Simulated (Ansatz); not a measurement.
`F[Si](Cl)(O[SiH3])O[SiH3]` + `NN` → `NN[SiH3]` + `O[Si](F)(Cl)O[SiH3]`  (ligand exchange at the Si–O bond)

Program: Ansatz. Geometries: PBE0-D4/def2-TZVP. ΔE: electronic, gas phase. CCSD(T)/CBS adds triple-zeta CCSD(T) − MP2 to the extrapolated MP2 energy (def2 sets, frozen cores). This one scheme is used for every species. Functionals use def2-TZVPP. B3LYP here is the variant with VWN-RPA as its local correlation; programs differ in this. One conformer a species, not always the lowest.

```csv
level,ΔE (kcal/mol),difference from CCSD(T)/CBS
PBE-D4,13.4,-3.0
r2SCAN-D4,15.2,-1.2
PBE0-D4,14.7,-1.7
B3LYP-D4,16.3,-0.1
ωB97X-V,15.6,-0.8
ωB97M-V,15.3,-1.1
B2PLYP,15.9,-0.5
PBE,12.9,-3.5
r2SCAN,15.0,-1.4
PBE0,14.1,-2.3
B3LYP,15.5,-0.9
HF/def2-TZVPP,19.4,3.0
MP2/def2-TZVPP,15.9,-0.5
SCS-MP2/def2-TZVPP,16.8,0.4
CCSD/def2-TZVPP,16.7,0.3
CCSD(T)/def2-TZVPP,16.3,-0.1
HF/def2-QZVPP,19.9,3.5
MP2/def2-QZVPP,16.1,-0.3
SCS-MP2/def2-QZVPP,17.0,0.6
HF/CBS(def2),19.9,3.5
MP2/CBS(def2),16.0,-0.4
CCSD/CBS(def2),16.8,0.4
CCSD(T)/CBS,16.4,0
```

Largest T1 diagnostic among the species: 0.011.

The D4 term adds +0.8 kcal/mol with B3LYP and +0.6 kcal/mol with PBE0; it sums over pairs of atoms, weighted by their polarisabilities, and B3LYP, whose exchange is more repulsive, gets the larger term. From PBE to PBE0 (25 % exact exchange), in def2-TZVPP and without D4, ΔE moves by +1.2 kcal/mol. In def2-TZVPP, CCSD(T) changes the Hartree–Fock value by −3.2 kcal/mol (the triples alone add −0.5 kcal/mol) and MP2 by −3.5 kcal/mol.
